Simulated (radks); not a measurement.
The numbers below are computed, except where a source is named.
The nuclear charge of neutral iridium is varied continuously with 77 electrons held in [Xe] 4f14 5d7 6s2. Code: a radial shooting solver on a logarithmic mesh with Libxc functionals. Model: Dirac Kohn-Sham, PBEsol, spin-unpolarised, spherical densities, point nucleus; open shells are shared between the two j in proportion to 2j + 1. By the Hellmann-Feynman theorem dE/dZ = E(electron-nucleus)/Z, the electronic potential at the nucleus.

Z     E (hartree)  E(electron-nucleus)/Z (hartree)   HOMO  e(HOMO) (eV)  <r> HOMO (bohr)
76.8  -17736.7843                         -579.672  5d5/2        -4.719            1.802
77    -17852.9590                         -582.075  6s1/2        -6.383            2.885
77.2  -17969.6146                         -584.481  6s1/2        -7.988            2.807
77.4  -18086.7515                         -586.889  6s1/2        -9.670            2.736
77.6  -18204.3703                         -589.300  6s1/2       -11.427            2.670
77.8  -18322.4715                         -591.713  6s1/2       -13.253            2.610
78    -18441.0559                         -594.131  6s1/2       -15.147            2.554

The central difference of E at Z = 77 is -582.076 hartree, to compare with the third column; the second derivative is -12 hartree.
